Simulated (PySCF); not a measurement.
A structure optimised at B3LYP-D3(BJ)/def2-SVP, used in a PySCF frequency run:

```
C
O 1 1.2086
O 1 1.3351 2 123.90
C 3 1.4272 1 116.18 2 0.00
H 4 1.0962 3 106.07 1 180.00
H 4 1.1003 5 110.54 3 -119.94
H 4 1.1003 5 110.54 6 -120.12
C 1 1.5013 2 122.79 3 180.00
C 8 1.3367 1 119.56 2 0.00
H 9 1.0908 8 122.50 1 180.00
H 9 1.0940 10 119.15 8 180.00
I 8 2.1246 9 121.04 10 0.00
```

Task: Write its SMILES, formula and point group.

Result: C=C(I)C(=O)OC, C4H5IO2, Cs

Task: What are its rotational constants (standard atomic weights)?

Result: 2.8237, 0.87605, 0.67147 GHz
